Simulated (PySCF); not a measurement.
# Indium: a sound run and one with changed settings

Sound run: In⁺ [Kr] 4d10 5s2, In²⁺ [Kr] 4d10 5s1. Calculation: PySCF 2.14, in cc-pVDZ-PP with ECP28MDF; scalar relativity through the core potential. The sound run starts from symmetry-adapted Hartree-Fock orbitals and uses a fine grid where one is needed.

A second run was set up differently.

| species | method | sound run (hartree) | changed run (hartree) | converged |
| --- | --- | --- | --- | --- |
| In⁺ | UHF | -189.01390 | -189.01383 | no |
| In⁺ | TPSS | -189.82356 | -189.82355 | no |
| In⁺ | M06-2X | -189.84035 | -189.84034 | no |
| In²⁺ | UHF | -188.38874 | -188.38854 | no |
| In²⁺ | TPSS | -189.13400 | -189.13393 | no |
| In²⁺ | M06-2X | -189.15430 | -189.15414 | no |

What was changed?
A. angular grid far too coarse
B. level shift left on
C. too few SCF iterations
D. radial grid too coarse

C. It used initial guess minao, at most 3 SCF cycles. The SCF was stopped early; the energies are upper bounds that still move, and correlated levels were skipped or rest on poor orbitals.
